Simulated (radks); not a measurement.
Values are calculated unless marked as measured or tabulated.
W II, 73 electrons, occupied as [Xe] 4f14 5d4 6s1.

Level of theory: Dirac Kohn-Sham, BLYP, spin-unpolarised, spherical densities, finite nucleus; open shells fill j = l - 1/2 first; Fermi nuclear charge, rms radius 5.3658 fm (a radial shooting solver on a logarithmic mesh with Libxc functionals).

Energy parts (hartree):
total: -16164.0273
kinetic: 18203.4846
electron-nucleus: -40348.8611
Hartree: 6307.1850
exchange-correlation: -325.8359

Orbitals (lengths in bohr, moments of r in powers of bohr; r(90%) holds 90 % of the orbital's charge):
| orbital | occ. | eigenvalue (hartree) | r(90%) | <r^4> |
|---|---|---|---|---|
| 1s1/2 | 2 | -2549.878 | 0.0334 | 5.822e-07 |
| 2s1/2 | 2 | -440.0361 | 0.120 | 0.00008709 |
| 2p1/2 | 2 | -420.9211 | 0.106 | 0.00005243 |
| 2p3/2 | 4 | -371.1957 | 0.116 | 0.00007640 |
| 3s1/2 | 2 | -101.5206 | 0.295 | 0.003219 |
| 3p1/2 | 2 | -92.98287 | 0.287 | 0.002840 |
| 3p3/2 | 4 | -82.23143 | 0.307 | 0.003753 |
| 3d3/2 | 4 | -67.81312 | 0.280 | 0.002549 |
| 3d5/2 | 6 | -65.47468 | 0.286 | 0.002775 |
| 4s1/2 | 2 | -21.13019 | 0.646 | 0.07576 |
| 4p1/2 | 2 | -17.58593 | 0.662 | 0.08279 |
| 4p3/2 | 4 | -15.09259 | 0.709 | 0.1096 |
| 4d3/2 | 4 | -9.26221 | 0.757 | 0.1412 |
| 4d5/2 | 6 | -8.80283 | 0.774 | 0.1543 |
| 4f5/2 | 6 | -1.51004 | 1.00 | 0.5007 |
| 4f7/2 | 8 | -1.42782 | 1.02 | 0.5407 |
| 5s1/2 | 2 | -3.14978 | 1.54 | 2.438 |
| 5p1/2 | 2 | -2.10110 | 1.72 | 3.830 |
| 5p3/2 | 4 | -1.74075 | 1.88 | 5.447 |
| 5d3/2 | 4 | -0.43387 | 3.08 | 40.06 |
| 5d5/2 | 0 | -0.40596 | 3.21 | 47.07 |
| 6s1/2 | 1 | -0.44257 | 4.36 | 154.4 |

The highest occupied level is 5d3/2 at -11.806 eV. Summed over all electrons, <r^2> = 53.82 bohr^2, which gives a Langevin (diamagnetic) susceptibility term of -42.6 x 10^-6 cm^3/mol. The electron density at the nucleus is 1.425e+06 e/bohr^3. The density falls to 0.001 e/bohr^3 at r = 4.32 bohr.
